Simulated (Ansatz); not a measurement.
Geometry optimisation, RKS r2SCAN/def2-mTZVP (Ansatz).

input.yaml

```yaml
crystal:
  periodic: [false, false, false]
  atoms:
    - { symbol: "N", position_ang: [0.0722, 1.3456, -0.8406] }
    - { symbol: Si, position_ang: [0.669, -0.0236, -0.1846] }
    - { symbol: F, position_ang: [-0.58123, -0.77366, 0.45031] }
    - { symbol: P, position_ang: [2.00414, 0.56366, 1.36157] }
    - { symbol: H, position_ang: [-0.3817, 1.1339, -1.7673] }
    - { symbol: H, position_ang: [-0.7487, 1.7182, -0.2733] }
    - { symbol: H, position_ang: [1.36177, -0.83034, -1.24246] }
    - { symbol: H, position_ang: [2.45748, -0.69089, 1.75167] }
    - { symbol: H, position_ang: [3.18511, 0.89609, 0.56154] }
basis:
  gaussian: { orbitals: def2-mTZVP }
hamiltonian:
  xc: r2scan
relax:
  f_tol: 0.015
  max_steps: 40
output:
  orbitals: {}
```

Launched with:

```bash
$ ansatz run input.yaml --threads 2 --pin off --max-ram 3072MiB --backend cpu --events-out ev --progress --plain --runs-dir out
```

**Question.** Where does it end, and by what steps?

**Answer.** It converged. After 8 steps the energy has fallen by 0.657 eV; H6 moved furthest, 0.43 Å.

```csv
step,energy less start (eV),largest force component (eV/Å),accepted
0,0.0000,3.550,yes
1,-0.4645,1.571,yes
2,-0.5914,0.336,yes
3,-0.6328,0.241,yes
4,-0.6056,0.639,no
5,-0.6517,0.376,yes
6,-0.6566,0.052,yes
7,-0.6569,0.025,yes
8,-0.6570,0.009,yes
```

```xyz
9
Properties=species:S:1:pos:R:3
N -0.063 1.281 -0.899
Si 0.653 -0.101 -0.203
F -0.381 -1.121 0.510
P 1.980 0.633 1.455
H -0.505 1.249 -1.808
H -0.446 2.025 -0.332
H 1.272 -0.871 -1.308
H 2.449 -0.664 1.812
H 3.080 0.908 0.591
```

Whether the end is a true minimum wasn't checked by a vibrational analysis.

Run time: 16 s on 2 threads of AMD EPYC 9R45 96-Core Processor (Zen 5), on a shared host, peak memory 0.19 GiB.
